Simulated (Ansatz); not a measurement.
Two members of one family (Series BX3), computed with Ansatz in the gas phase. The two geometries come from different levels. Binding counts from free atoms in the multiplicity of their measured ground term, without zero-point energy. The structures are stationary points that may keep the symmetry of their start.

First: B(CN)3 (singlet, charge 0, B3LYP-D4/def2-SVP geometry).

```csv
atom,x (Å),y (Å),z (Å)
B1,0.000,0.000,0.001
C2,-0.100,1.437,0.516
N3,-0.176,2.529,0.907
C4,-1.271,-0.813,-0.252
N5,-2.237,-1.430,-0.447
C6,1.371,-0.624,-0.262
N7,2.413,-1.099,-0.463
```

```json
{"level": "PBE-D4/def2-SVP", "HOMO (eV)": "-9.43", "LUMO (eV)": "-5.87", "gap (eV)": "3.56", "binding per atom (eV)": "6.05"}
{"level": "PBE-D4/def2-TZVP", "HOMO (eV)": "-9.59", "LUMO (eV)": "-6.06", "gap (eV)": "3.54", "binding per atom (eV)": "5.98"}
{"level": "r2SCAN-D4/def2-TZVP", "HOMO (eV)": "-9.90", "LUMO (eV)": "-5.95", "gap (eV)": "3.95", "binding per atom (eV)": "5.59"}
{"level": "B3LYP-D4/def2-TZVP", "HOMO (eV)": "-10.71", "LUMO (eV)": "-5.44", "gap (eV)": "5.27", "binding per atom (eV)": "5.65"}
{"level": "PBE0-D4/def2-SVP", "HOMO (eV)": "-10.92", "LUMO (eV)": "-5.16", "gap (eV)": "5.77", "binding per atom (eV)": "5.74"}
```

Second: B(NH2)3 (singlet, charge 0, PBE-D4/def2-SVP geometry).

| atom | x (Å) | y (Å) | z (Å) |
| --- | --- | --- | --- |
| B1 | -0.0107 | -0.0112 | -0.0004 |
| N2 | -0.4432 | 0.7093 | 1.1673 |
| H3 | -0.9592 | 1.5831 | 1.0986 |
| H4 | 0.0174 | 0.6022 | 2.0683 |
| N5 | 0.8337 | -1.1703 | 0.1359 |
| H6 | 1.3245 | -1.5614 | -0.6664 |
| H7 | 1.2999 | -1.3909 | 1.0137 |
| N8 | -0.4409 | 0.4104 | -1.3118 |
| H9 | -1.2079 | 1.0735 | -1.4127 |
| H10 | -0.4136 | -0.2448 | -2.0925 |

**Question.** Estimate the same table for the second.

**Answer.** 
| level | HOMO (eV) | LUMO (eV) | gap (eV) | binding per atom (eV) |
| --- | --- | --- | --- | --- |
| PBE-D4/def2-SVP | -4.72 | 0.81 | 5.52 | 4.03 |
| PBE-D4/def2-TZVP | -5.19 | -0.01 | 5.18 | 4.02 |
| r2SCAN-D4/def2-TZVP | -5.50 | 0.76 | 6.27 | 3.90 |
| B3LYP-D4/def2-TZVP | -6.41 | 0.42 | 6.83 | 3.95 |
| PBE0-D4/def2-SVP | -6.27 | 1.71 | 7.98 | 3.94 |
